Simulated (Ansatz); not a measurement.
Reaction (ligand exchange at a Zr–Br bond): `[Cl][Zr]([Cl])([Cl])[Br]` + HI → `[Cl][Zr]([Cl])([Cl])[I]` + HBr

Isolated molecules relaxed with PBE0-D4/def2-TZVP in Ansatz; ΔE leaves out vibrations. CCSD(T)/CBS is the MP2 limit (def2-TZVPP, def2-QZVPP) plus CCSD(T) − MP2 in def2-TZVPP, frozen cores. DFT in def2-TZVPP. B3LYP here is the variant with VWN-RPA as its local correlation; programs differ in this. def2 core potentials past Kr. For Br, I, Zr outer-core shells are correlated without core-valence functions, which leaves a few kJ/mol of doubt a bond. Scalar relativity is left out up to krypton.

`[Cl][Zr]([Cl])([Cl])[Br]`:

Z-matrix (Å, degrees):
```
Zr
Cl 1 2.314
Cl 1 2.314 2 109.4
Br 1 2.472 2 109.5 3 120.1
Cl 1 2.314 2 109.4 3 -119.9
```

HI:

```xyz
2

I     0.463   -0.405   -0.519
H    -0.463    0.405    0.519
```

`[Cl][Zr]([Cl])([Cl])[I]`:

Z-matrix (Å, degrees):
```
Zr
Cl 1 2.313
Cl 1 2.313 2 109.5
I 1 2.684 2 109.4 3 119.9
Cl 1 2.313 2 109.5 3 -120.1
```

HBr:

```xyz
2

Br    0.355    0.602   -0.128
H    -0.355   -0.602    0.128
```

```
         level  ΔE (kcal/mol)  difference from CCSD(T)/CBS
        PBE-D4            2.3                          0.2
        B97M-V            3.9                          1.8
      B3LYP-D4            2.8                          0.7
    r2SCAN0-D4            2.6                          0.5
       r2SCANh            2.8                          0.7
     CAM-B3LYP            3.9                          1.8
  MP2/def2-SVP            2.4                          0.3
 HF/def2-QZVPP            3.9                          1.8
MP2/def2-QZVPP            0.5                         -1.6
CCSD/CBS(def2)            2.7                          0.6
   CCSD(T)/CBS            2.1                            0
```

Largest T1 diagnostic among the species: 0.015.

In def2-TZVPP, CCSD(T) changes the Hartree–Fock value by −1.8 kcal/mol (the triples alone add −0.6 kcal/mol) and MP2 by −3.4 kcal/mol. Leaving LDA and LC-ωPBE aside and taking each functional with its dispersion term where it has one, the values, not all of them listed here, spread over 2.1 kcal/mol, from PBE-QIDH to B97M-V.
